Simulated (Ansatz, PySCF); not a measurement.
Three-fold rotor about Si1–Se2 in H4SeSi (SMILES [SiH3][SeH]); single points on GFN2-xTB geometries with the dihedral held.
Staggered geometry (60°) (charge 0, multiplicity 1):
```xyz
6

Si    -0.62418     0.00393     0.00663
Se     1.50095     0.83339    -0.07482
H     -0.76888    -0.75513     1.24346
H     -1.45386     1.19822    -0.02068
H     -0.82446    -0.84811    -1.15990
H      2.16994    -0.43456    -0.03553
```

Frozen-core correlation. Filled d and f shells under p-block atoms count as core. CBS: X⁻³ extrapolation of the correlation energy, Hartree–Fock from the larger set. MP2 and its Hartree–Fock in def2-QZVPP are density fitted. Rows in 6-31G* carry no dispersion term and start afresh at each structure (6-31G* with six Cartesian d functions); the Pople sets are all-electron and without relativity.

Programs: Ansatz (a first-principles code); PySCF for 6-31G* rows. Values without a source in brackets are computed.

Energies above the staggered point (kcal/mol):

```tsv
dihedral (°)	PBE/def2-TZVPP	B3LYP/6-31G*	MP2/CBS(def2-TZVPP, def2-QZVPP) + ΔCCSD(T)/def2-TZVPP
0	0.867	0.988	0.890
20	0.650	0.737	0.668
40	0.222	0.247	0.228
60	0.000	0.000	0.000
80	0.196	0.223	0.203
100	0.631	0.717	0.650
120	0.866	0.985	0.889
```

Moments of inertia of the two ends about the bond: 5.889 and 2.047 u Å².

Fit V = V₃/2 (1 − cos 3φ) + V₆/2 (1 − cos 6φ), φ counted from the staggered point, and estimate the harmonic torsional frequency.


V₃ is the energy at φ = 60°; at φ = 20° (mean of both sides) V = 0.25 V₃ + 0.75 V₆. The reduced moment I₁I₂/(I₁ + I₂) = 1.519 u Å² gives F = 16.8576/I = 11.097 cm⁻¹ (a rough rule where the frame isn't a symmetric top). Near the minimum V = kφ²/2 with k = (9V₃ + 36V₆)/2, and ω = √(2Fk), with 1 kcal/mol = 349.755 cm⁻¹.
- PBE/def2-TZVPP: V₃ = 0.87, V₆ = -0.011 kcal/mol, k = 1297 cm⁻¹/rad², ω = 170 cm⁻¹
- B3LYP/6-31G*: V₃ = 0.99, V₆ = -0.017 kcal/mol, k = 1451 cm⁻¹/rad², ω = 179 cm⁻¹
- MP2/CBS(def2-TZVPP, def2-QZVPP) + ΔCCSD(T)/def2-TZVPP: V₃ = 0.89, V₆ = -0.009 kcal/mol, k = 1344 cm⁻¹/rad², ω = 173 cm⁻¹
